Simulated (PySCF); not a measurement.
Simulated absorption spectrum

Species: C6H3FN2S.
SMILES with atom numbers: `[F:1][c:2]1[cH:3][cH:4][cH:5][c:6]2[s:7][n:8][n:9][c:10]12` (hydrogens: H11 on C3; H12 on C4; H13 on C5)

Method: TDDFT CAM-B3LYP/def2-SVPD, vertical, gas phase, core orbitals frozen in the response (PySCF 2.14.0, density-fitted response routines). Geometry: GFN2-xTB; no solvent, vibrations or thermal averaging.

Each state is given a Gaussian of 0.5 eV full width at half maximum, with ε(max) = 2.175×10⁸ f / Δν̃ (Δν̃ the width in cm⁻¹). The cross-section is σ = 3.8235×10⁻²¹ ε cm², given in Mb (10⁻¹⁸ cm²). The width is an assumption, not a result. The curve ends short of the highest state used, and states not computed would add to its high-energy end.

```csv
E (eV),σ (Mb)
3.17,0.00
3.22,0.00
3.27,0.00
3.32,0.01
3.37,0.02
3.42,0.03
3.47,0.05
3.52,0.08
3.57,0.12
3.62,0.18
3.66,0.23
3.71,0.29
3.76,0.36
3.81,0.42
3.86,0.47
3.91,0.51
3.96,0.55
4.01,0.61
4.06,0.74
4.11,0.98
4.16,1.41
4.21,2.10
4.26,3.12
4.31,4.49
4.36,6.21
4.41,8.16
4.46,10.17
4.51,12.01
4.56,13.43
4.61,14.22
4.66,14.27
4.71,13.60
4.76,12.36
4.81,10.80
4.86,9.22
4.91,7.89
4.96,7.05
5.01,6.79
5.06,7.12
5.11,7.90
5.16,8.93
5.21,9.97
5.26,10.78
5.31,11.17
5.36,11.07
5.41,10.54
5.46,9.74
5.51,8.97
5.56,8.56
5.61,8.94
5.66,10.54
5.71,13.78
5.76,19.04
5.80,24.86
5.85,34.13
5.90,45.32
```

(1) Locate the maxima and give the states behind the curve.

(2) On this curve, what absorbance would a 10⁻⁵ mol/L sample give at 254 nm over a 1 cm path?

(3) Coming from long wavelengths, where does ε first pass 100 L mol⁻¹ cm⁻¹?

Answers

(1) 267 nm (4.64 eV), ε about 3800, made up of S2 (100%); 233 nm (5.33 eV), ε about 2900, made up of S3 (97%) (ε in L mol⁻¹ cm⁻¹; maxima over ε = 5, shares over 10%). At its high-energy end, 5.90 eV, the curve is still rising (ε about 12000, from S7). The states used: S1 3.92 eV (f 0.0023); S2 4.64 eV (f 0.069); S3 5.32 eV (f 0.053); S4 5.65 eV (f 0.0010); S5 5.85 eV (f 0.011); S6 6.03 eV (f 0.0005); S7 6.15 eV (f 0.418); S8 6.50 eV (f 0.162).

(2) 254 nm is 4.881 eV, where ε is about 2300 L mol⁻¹ cm⁻¹, so A = ε c l ≈ 0.023 (Beer–Lambert, with the gas-phase spectrum and the assumed width).

(3) At about 328 nm (3.78 eV), 0.14 eV below S1.

Cost: about 2.3 min of CPU time on one thread; the machine was shared, so the figure is rough.
